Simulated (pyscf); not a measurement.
Optimised with ωB97X-D3(BJ)/def2-SVP in PySCF. Singlets are restricted, triplets unrestricted.

Singlet (Å):
```xyz
11

Si    -2.6273    -0.7504     0.4362
P     -1.0047    -1.3945    -0.9085
Si    -1.3204    -0.2955    -2.8239
Si     0.8383    -0.5286     0.0068
H     -3.6326    -0.7145    -0.7145
H     -2.5200    -0.8798    -3.4825
H     -0.1194    -0.4675    -3.6916
H     -1.5330     1.1646    -2.6027
H      0.8130    -0.8725     1.4556
H      0.8898     0.9539    -0.1582
H      2.0465    -1.1160    -0.6379
```

Triplet (Å):
```xyz
11

Si     1.4092     2.3556    -1.1789
P      1.1676     0.9150     0.4846
Si     0.5525    -0.8727    -0.7303
Si    -0.8771     1.5540     1.1633
H      2.6861     3.1376    -1.2257
H     -0.5604    -0.5512    -1.6689
H      0.0951    -1.9384     0.2089
H      1.7390    -1.3449    -1.4946
H     -0.7544     2.8856     1.8168
H     -1.3758     0.5485     2.1468
H     -1.8407     1.6330     0.0283
```

Question: For these two minima of :HSi–P(SiH₃)–SiH₃ (SMILES [SiH]P([SiH3])[SiH3]), which spin state lies lower at ωB97X-D3(BJ)/def2-TZVP, and by how much (electronic energies)?

Answer: The singlet, by 24.9 kcal/mol. Zero-point energy shifts E(triplet) − E(singlet) by -0.1 kcal/mol. The 7 functionals that were run give +17.3 (r²SCAN) to +28.6 kcal/mol (ωB97M-D3(BJ)). Other isomers of :HSi–P(SiH₃)–SiH₃ [singlet] were not searched in full and may lie lower. 

E(triplet) − E(singlet) by level (kcal/mol):

```tsv
level	gap
ωB97X-D3(BJ)/def2-TZVP	+24.9
PBE/def2-TZVP	+21.5
r²SCAN/def2-TZVP	+17.3
B3LYP-D3(BJ)/def2-TZVP	+24.6
PBE0-D3(BJ)/def2-TZVP	+20.1
M06-2X/def2-TZVP	+23.2
ωB97M-D3(BJ)/def2-TZVP	+28.6
HF/def2-TZVP	+9.9
```

The triplet is the lowest one reached from the SCF start used.
